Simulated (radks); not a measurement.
Values are calculated unless marked as measured or tabulated.
Task: Ionisation of neutral niobium, [Kr] 4d4 5s1, to Nb+, [Kr] 4d4, under several functionals. Non-relativistic Kohn-Sham, spin-polarised, spherical densities, point nucleus; open shells are filled with parallel spins first (spin-orbit coupling, left out, can overturn this in heavy ions); a radial shooting solver on a logarithmic mesh with Libxc functionals. The NIST Atomic Spectra Database gives 6.759 eV (measured). Rank these functionals by the error of their Delta-SCF ionisation energy: XLYP; Tao-Mo meta-GGA; LDA (Slater exchange, VWN5 correlation); TPSS; RPBE; TASK exchange with Perdew-Wang LDA correlation; LDA (Slater exchange, Perdew-Wang correlation); LDA (Slater exchange, Perdew-Zunger correlation); exchange-only B88; PW91.

Result: From best to worst: TASK exchange with Perdew-Wang LDA correlation 6.754 eV (-0.005); RPBE 6.709 eV (-0.050); XLYP 6.665 eV (-0.094); PW91 6.868 eV (+0.109); Tao-Mo meta-GGA 6.643 eV (-0.116); TPSS 6.623 eV (-0.136); exchange-only B88 6.610 eV (-0.149); LDA (Slater exchange, Perdew-Wang correlation) 7.039 eV (+0.280); LDA (Slater exchange, VWN5 correlation) 7.039 eV (+0.280); LDA (Slater exchange, Perdew-Zunger correlation) 7.040 eV (+0.281). Relativity is left out here, which matters for elements this heavy. Open shells are spherical and high-spin; term and fine-structure splittings are not resolved.
